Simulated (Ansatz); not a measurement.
`CCBO` + `[SiH2]1SS1` → `OB[SiH]1SS1` + `CC`  (formal exchange of groups at a B–C bond)

Program: Ansatz. Geometries: PBE0-D4/def2-TZVP. ΔE: electronic, gas phase. CCSD(T)/CBS is the MP2 limit (def2-TZVPP, def2-QZVPP) plus CCSD(T) − MP2 in def2-TZVPP, frozen cores. This one scheme is used for every species. Functionals use def2-TZVPP. One conformer a species, not always the lowest.

`CCBO`:

Cartesian coordinates in Å:
```
C 0.442 0.479 1.292
C 0.110 -0.496 0.164
B -0.154 0.188 -1.224
O -1.112 -0.221 -2.090
H -0.403 1.138 1.510
H 0.700 -0.041 2.217
H 1.286 1.117 1.021
H -0.720 -1.153 0.458
H 0.970 -1.165 0.010
H 0.514 1.112 -1.603
H -1.633 -0.957 -1.756
```

`[SiH2]1SS1`:

Z-matrix (Å, degrees):
```
Si
S 1 2.095
S 1 2.094 2 61.8
H 1 1.477 2 118.1 3 -108.6
H 1 1.477 2 118.1 3 108.6
```

`OB[SiH]1SS1`:

Z-matrix (Å, degrees):
```
Si
B 1 2.011
S 1 2.113 2 113.9
S 1 2.113 2 113.9 3 -66.9
H 1 1.483 2 121.9 3 146.6
O 2 1.347 1 119.5 3 -146.6
H 2 1.200 1 118.8 3 33.4
H 6 0.962 2 114.0 1 180.0
```

`CC`:

```xyz
8

C     0.634    0.417    0.029
C    -0.634   -0.417   -0.029
H     0.478    1.341    0.591
H     1.448   -0.128    0.512
H     0.974    0.695   -0.972
H    -0.479   -1.341   -0.591
H    -1.448    0.128   -0.512
H    -0.973   -0.695    0.972
```

CCSD(T)/CBS gives +0.05 eV.

Question: Another level gave +0.05 eV. Which?
A. HF/def2-TZVPP
B. PBE0/def2-TZVPP
C. CCSD(T)/def2-TZVPP
D. PBE/def2-TZVPP

Answer: C. CCSD(T)/def2-TZVPP 0.05, PBE -0.05, HF/def2-TZVPP 0.12, PBE0 0.00 eV.

Question: What do rigid-rotor, harmonic-oscillator terms from PBE0-D4/def2-TZVP frequencies (298.15 K, 1 bar) make of the CCSD(T)/CBS value? (Best estimate.)

Answer: The calculation gave: ΔZPE = +0.05 eV, ΔH = +0.12 eV, ΔS = -5 J/(mol·K), ΔG = +0.14 eV. Modes under 50 cm⁻¹ make the entropy rough.

Largest T1 diagnostic among the species: 0.015.

From PBE to PBE0 (25 % exact exchange), in def2-TZVPP and without D4, ΔE moves by +0.05 eV. Leaving LDA and LC-ωPBE aside and taking each functional with its dispersion term where it has one, the values, not all of them listed here, spread over 0.16 eV, from revPBE-D4 to ωB97M-V. LDA lies +0.06 eV from PBE without D4.
